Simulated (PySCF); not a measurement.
## Sn³¹⁺: ionisation energy

Sn³¹⁺ [Ar] 3d1 [3d3/2^1, M_J = 3/2] → Sn³²⁺ [Ar], as a difference of total energies. Calculation: PySCF 2.14, in an even-tempered Gaussian basis (16 s from 5.2 bohr⁻², ratio 2.8; 12 p from 6.8 bohr⁻², ratio 2.8; 8 d from 6.8 bohr⁻², ratio 2.8; 3 f from 20 bohr⁻², ratio 3); the two-component X2C-1e Hamiltonian. Correlated levels: [Ne] frozen; the 74 highest virtual spinors dropped. "Screened" scales the spin-orbit matrix elements by Boettger's factors to mimic the two-electron term; Breit and QED terms are absent.

```json
{"method": "GHF (spin-free)", "ionisation energy (eV)": "1837.6"}
{"method": "GMP2 (spin-free)", "ionisation energy (eV)": "1837.3"}
{"method": "GHF (screened spin-orbit)", "ionisation energy (eV)": "1844.4"}
{"method": "GMP2 (screened spin-orbit)", "ionisation energy (eV)": "1844.2"}
```

Breit and QED terms and the two-electron picture change are absent.

The spin-free rows lack the spin-orbit shift.

For comparison: 1844 ± 4 eV (theoretical estimate listed by NIST; NIST Atomic Spectra Database, ionization energies).
